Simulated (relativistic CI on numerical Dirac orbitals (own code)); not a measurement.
# Transition arrays of In7+

These numbers are calculated, not measured: Dirac-Coulomb-Breit CI, KLI orbitals optimised for each configuration, QED by a radiative potential, valence Slater integrals scaled by 0.9, whole transition arrays (own radial code, finite nucleus).

Configuration list (outside the closed core [Ar] 3d10 4s2): 4p6.4d6, 4p6.4d5.4f, 4p5.4d7, 4p6.4d5.5p, 4p6.4d5.5f. Levels of other configurations are missing.

All E1 lines from the levels of 4p6.4d6; mean and standard deviation are weighted by gf, and upper levels are sorted by their leading configuration.

```tsv
Upper configuration	Lines	Σgf	Mean (eV)	Mean (nm)	σ (eV)	Strongest line (nm)
4p6.4d5.4f	6515	1167.4	76.55	16.197	3.80	16.346
4p5.4d7	614	370.9	81.09	15.290	3.36	15.595
4p6.4d5.5p	3227	162.5	52.39	23.664	1.80	23.952
4p6.4d5.5f	5547	766.7	93.37	13.278	3.34	12.889
```

Σgf per state of the lower configuration in bins of 0.5 nm over the central range (centre: value): 12.75: 0.85, 13.25: 2.15, 13.75: 0.36, 14.25: 0.14, 14.75: 0.68, 15.25: 1.36, 15.75: 1.89, 16.25: 2.57, 16.75: 0.40, 17.25: 0.11, 17.75: 0.09, 18.25: 0.12, 18.75: 0.10, 19.25: 0.07, 19.75: 0.03, 22.75: 0.06, 23.25: 0.19, 23.75: 0.26.

(1) How do configuration mixing and the scaling of the Slater integrals move the arrays?

Answers

(1) Slater scale 0.9, no configuration mixing: 4p6.4d5.4f 74.4 ± 3.1 eV (Σgf 1505.7), 4p5.4d7 75.9 ± 5.9 eV (Σgf 524.2), 4p6.4d5.5p 52.4 ± 1.8 eV (Σgf 186.4), 4p6.4d5.5f 92.2 ± 2.0 eV (Σgf 38.8); Slater scale 1: 4p6.4d5.4f 77.7 ± 4.1 eV (Σgf 1140.0), 4p5.4d7 81.6 ± 3.3 eV (Σgf 251.5), 4p6.4d5.5p 52.5 ± 2.0 eV (Σgf 159.5), 4p6.4d5.5f 93.3 ± 4.3 eV (Σgf 962.9); Slater scale 0.8: 4p6.4d5.4f 75.0 ± 3.6 eV (Σgf 1084.5), 4p5.4d7 79.9 ± 3.1 eV (Σgf 543.0), 4p6.4d5.5p 52.3 ± 1.6 eV (Σgf 165.0), 4p6.4d5.5f 93.2 ± 2.8 eV (Σgf 628.5). With mixing, levels are counted to their leading configuration, so an array can shrink or vanish into another, and the sums then hold other lines.
